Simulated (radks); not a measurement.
Question: Radial electron density D(r) = 4 pi r^2 rho(r) of an atom or ion with 1 electrons. All-electron calculation, non-relativistic Kohn-Sham, exchange-only LDA, spin-unpolarised, spherical densities, point nucleus. Program: a radial shooting solver on a logarithmic mesh with Libxc functionals.

r (bohr),D(r) (e/bohr)
0.0807,0.01821
0.08673,0.02077
0.09395,0.02403
0.1018,0.02776
0.1103,0.03203
0.1194,0.03690
0.1284,0.04186
0.139,0.04809
0.1506,0.05514
0.1632,0.06310
0.1754,0.07112
0.19,0.08106
0.2058,0.09217
0.2229,0.1045
0.2415,0.1182
0.2595,0.1317
0.2811,0.1480
0.3045,0.1658
0.3299,0.1850
0.3545,0.2035
0.3841,0.2253
0.416,0.2482
0.4507,0.2720
0.4882,0.2965
0.5247,0.3188
0.5684,0.3435
0.6157,0.3676
0.667,0.3906
0.7168,0.4098
0.7765,0.4287
0.8412,0.4446
0.9112,0.4568
0.9871,0.4645
1.061,0.4672
1.149,0.4650
1.245,0.4573
1.349,0.4437
1.449,0.4267
1.57,0.4028
1.701,0.3742
1.842,0.3417
1.996,0.3064
2.145,0.2732
2.323,0.2357
2.517,0.1988
2.727,0.1638
2.93,0.1345
3.174,0.1053
3.438,0.08005
3.725,0.05893
4.035,0.04193
4.336,0.02992
4.697,0.01981
5.089,0.01258
5.513,0.007639
5.924,0.004679
6.418,0.002585
6.952,0.001352

What is the nuclear charge?

Answer: Z = 1. The innermost maximum, from 1s, lies near 1/Z = 1 bohr (found: 1.07), and its height grows with Z. The density is that of neutral hydrogen in 1s1; the configuration itself is not fixed sharply by these data. D(r) has 1 maximum, at r = 1.07 bohr.
